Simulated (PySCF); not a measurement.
**SeSF₄, singlet: computed properties**

All numbers come from PBE0 in PySCF with Se def2-SVP, S def2-SVP, F def2-SVP; no relativity; density-fitted integrals.

The structure is a minimum.

```
Point group                                                                   : C2v
Bond lengths                                                                  : Se–F 1.716 Å (×2), Se–F 1.744 Å (×2), Se–S 2.010 Å
Bond angles                                                                   : F–Se–F 85.0° (×4), F–Se–F 104.3°, F–Se–F 163.5°, F–Se–S 98.2° (×2), F–Se–S 127.8° (×2)
Entropy at 298.15 K and 1 bar                                                 : 339.7 J/(mol K)
Heat capacity Cp at 298.15 K                                                  : 100.7 J/(mol K)
Principal quadrupole moments (Buckingham, traceless) about the centre of mass : -5.30, 1.55, 3.75 D Å
Rotational symmetry number                                                    : 2
Zero-point energy                                                             : 32.3 kJ/mol
Principal polarisabilities                                                    : 29.9, 33.5, 55.6 bohr³
Highest occupied level                                                        : -8.54 eV
Rotational constants                                                          : 0.09215, 0.06959, 0.05901 cm⁻¹
Lowest empty level                                                            : -3.74 eV
Enthalpy at 298.15 K above 0 K                                                : 19.75 kJ/mol
Dipole moment                                                                 : 0.87 D
Atomisation energy without zero-point energy                                  : 1362 kJ/mol
```

Harmonic modes (masses in u: Se 79.917, S 31.972, F 18.998):
```json
{"symmetry": "b2", "ω (cm⁻¹)": "137", "IR (km/mol)": "0.2", "type": "bend"}
{"symmetry": "a1", "ω (cm⁻¹)": "154", "IR (km/mol)": "0.3", "type": "bend"}
{"symmetry": "b1", "ω (cm⁻¹)": "272", "IR (km/mol)": "4.6", "type": "bend"}
{"symmetry": "b2", "ω (cm⁻¹)": "329", "IR (km/mol)": "18.5", "type": "bend"}
{"symmetry": "a1", "ω (cm⁻¹)": "373", "IR (km/mol)": "48.9", "type": "bend"}
{"symmetry": "a2", "ω (cm⁻¹)": "396", "IR (km/mol)": "0.0", "type": "bend"}
{"symmetry": "b1", "ω (cm⁻¹)": "423", "IR (km/mol)": "24.4", "type": "bend"}
{"symmetry": "a1", "ω (cm⁻¹)": "533", "IR (km/mol)": "23.4", "type": "stretch"}
{"symmetry": "a1", "ω (cm⁻¹)": "619", "IR (km/mol)": "0.1", "type": "stretch"}
{"symmetry": "b1", "ω (cm⁻¹)": "718", "IR (km/mol)": "176", "type": "stretch"}
{"symmetry": "a1", "ω (cm⁻¹)": "723", "IR (km/mol)": "152", "type": "stretch"}
{"symmetry": "b2", "ω (cm⁻¹)": "724", "IR (km/mol)": "94.9", "type": "stretch"}
```

In C2v the vibrations span 3b2 + 5a1 + 3b1 + a2. The a2 mode carries no infrared intensity, as symmetry demands.

Charges (e):
```tsv
atom	Mulliken	Löwdin	polar tensor	Mayer order to Se1
Se1	1.36	0.99	2.64	–
S2	-0.14	-0.09	-0.30	1.63
F3,5	-0.28	-0.20	-0.58	0.91
F4,6	-0.33	-0.25	-0.59	0.86
```

Mulliken populations on Se1: s 7.44, p 14.44, d 10.76.

Outer orbital energies (eV). occupied: -13.55, -12.74, -12.60, -12.35, -12.05, -12.00, -9.33, -8.54; empty: -3.74, -2.12, 0.78, 1.03.

Counting electrons, selenium keeps none of its valence electrons outside its bonds, so the VSEPR class is AX5 and the expected shape is trigonal bipyramidal; with unlike ligands the computed point group is C2v.

Other isomers or separated fragments may lie lower.

The final relaxation and frequency run took about 3 core-minutes on a shared host.
